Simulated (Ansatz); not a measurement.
Input file for Ansatz (a program for electronic structure): R-wB97M-V/def2-TZVPP on GeH4OSi (SMILES [OH][Ge][SiH3]), a point of a torsion scan.

Ansatz 0.2 input:
```yaml
crystal:
  periodic: [false, false, false]
  atoms:
    - {symbol: O, position_ang: [1.95735439, 0.18951812, -0.08043580]}
    - {symbol: Ge, position_ang: [0.68393219, -0.90488870, 0.36796480]}
    - {symbol: Si, position_ang: [1.93194037, -2.25013209, 2.03924645]}
    - {symbol: H, position_ang: [2.63897409, 0.81310066, -0.29370340]}
    - {symbol: H, position_ang: [2.45349390, -1.49038770, 3.19124744]}
    - {symbol: H, position_ang: [1.14715095, -3.33046487, 2.66366282]}
    - {symbol: H, position_ang: [3.12408676, -2.94414824, 1.51686898]}
basis:
  gaussian:
    orbitals: def2-TZVPP
hamiltonian:
  xc: {name: wB97M-V}
scf: {lower_state_search: off}
```

The head of its log:

```
WARN ansatz: RAYON_NUM_THREADS=2 ignored (pool sized by the plan → 2); use --threads N
Functional definition: wB97M-V
these checks for a lower state are left out or cut short: stability, starts, cluster_reference, orbital_swaps, neighbouring_geometries, increment
integrals: 0.13 GiB planned
1064 factors; their error is unknown
integrals: 0.16 GiB planned
223 factors; integrals over basis functions are off by at most 1.5e-5 eV
mean field: 1.03 GiB planned
mean field evaluation 1: about -66499.3257 eV, gradient 5.2e1 eV
mean field evaluation 2: about -66495.1756 eV, gradient 7.3e1 eV
```

Predict the final total energy.

-2443.9785 hartree.
